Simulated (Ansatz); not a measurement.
C8H10 (`Cc1cccc(C)c1`) at its PBE0-D4/def2-TZVP geometry, where that method's forces vanish. Total charge 0; spin multiplicity 1.

```xyz
18

C     0.2882    1.9886   -1.7426
C     0.3679    0.7669   -0.8786
C     1.3677   -0.1809   -1.0716
C     1.4108   -1.3248   -0.2908
C     0.4600   -1.5353    0.6949
C    -0.5458   -0.5999    0.9153
C    -1.5562   -0.7979    2.0040
C    -0.5747    0.5396    0.1185
H    -0.3374    1.8050   -2.6219
H     1.2751    2.2870   -2.1014
H    -0.1481    2.8311   -1.2027
H     2.1160   -0.0214   -1.8412
H     2.1925   -2.0589   -0.4520
H     0.4986   -2.4338    1.3023
H    -2.5129   -0.3382    1.7486
H    -1.2156   -0.3444    2.9402
H    -1.7280   -1.8581    2.1990
H    -1.3581    1.2753    0.2800
```

(1) What forces (eV/Å) does ωB97M-V/def2-TZVPP give on these atoms in Ansatz 0.2.0? (An estimate is asked.)

Answers

(1) The calculation gave: 
```
C1  -0.029  0.219 -0.179
C2   0.019 -0.158  0.105
C3   0.054  0.039 -0.077
C4   0.079 -0.074 -0.017
C5  -0.019 -0.072  0.069
C6   0.133  0.016 -0.136
C7  -0.177 -0.025  0.221
C8  -0.065  0.062  0.014
H9   0.052  0.010  0.076
H10 -0.069 -0.020  0.032
H11  0.036 -0.060 -0.035
H12 -0.049 -0.008  0.049
H13 -0.056  0.053  0.012
H14 -0.004  0.059 -0.038
H15  0.068 -0.037  0.013
H16 -0.024 -0.037 -0.082
H17  0.010  0.075 -0.020
H18  0.043 -0.041 -0.009
```
